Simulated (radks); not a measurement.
Coherent X-ray form factor from a spherical all-electron density. Calculated with a radial shooting solver on a logarithmic mesh with Libxc functionals: scalar-relativistic Kohn-Sham, PBEsol, spin-polarised, spherical densities, point nucleus.

sin(theta)/lambda (1/angstrom),f0 (electrons)
0.05,46.153
0.1,43.968
0.15,41.111
0.2,38.074
0.25,35.119
0.3,32.375
0.4,27.730
0.5,24.220
0.6,21.630
0.8,18.046
1,15.278
1.25,12.204
1.5,9.675
2,6.644

The species is in the configuration that NIST lists as its ground one. Which atom or ion scatters so?

Answer. Neutral silver, [Kr] 4d10 5s1. Extrapolating in s^2 from the first two rows gives f0(0) = 46.9, near the electron count 47; among species with that count, the fall with angle is slower the higher Z, and the table is that of Z = 47; from so few rows the species is fixed only to a neighbour or two.
